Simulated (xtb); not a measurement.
ClH6NOSi2, SMILES N[SiH2]O[SiH2]Cl. All values are semi-empirical tight-binding results from xtb (GFN2-xTB unless named), good for trends rather than for accurate numbers. Coordinates come from a GFN2-xTB optimisation. This is a generated structure with no PubChem entry under its InChIKey; it may be hypothetical. One conformer was computed; it need not be the lowest.

Optimised geometry:

```xyz
11

Si     0.9934    -0.7531     0.7199
Cl     2.3773     0.0471    -0.4922
O     -0.4479    -0.1801     0.3176
Si    -1.6427     0.8668    -0.0471
N     -2.9066    -0.1484    -0.6097
H      1.2924    -0.3538     2.0873
H      0.9230    -2.1876     0.4865
H     -1.0718     1.8175    -1.0050
H     -2.0807     1.4911     1.1958
H     -2.6794    -0.9404    -1.1898
H     -3.7774     0.2621    -0.8995
```

Computed properties:
The orbital gap is 5.48 eV and the dipole moment is 2.67 D. The zero-point energy is 40.1 kcal/mol, the G − E(el) at 298.15 K (modified RRHO) comes out as 18.3 kcal/mol and the static polarisability (D4 model) is 86.6 bohr³. The solvation energy, GFN2-xTB/ALPB(water) is -2.0 kcal/mol and the solvation energy, GFN2-xTB/ALPB(dmso) is -6.2 kcal/mol.

Computed atomic charges and the Wiberg bond orders between heavy atoms:
charges (e) Si1 0.55, Cl2 -0.25, O3 -0.45, Si4 0.54, N5 -0.40, H6 -0.07, H7 -0.07, H8 -0.08, H9 -0.08, H10 0.17, H11 0.15. Bond orders Si1–Cl2 1.09, Si1–O3 1.17, O3–Si4 0.99, Si4–N5 1.17.
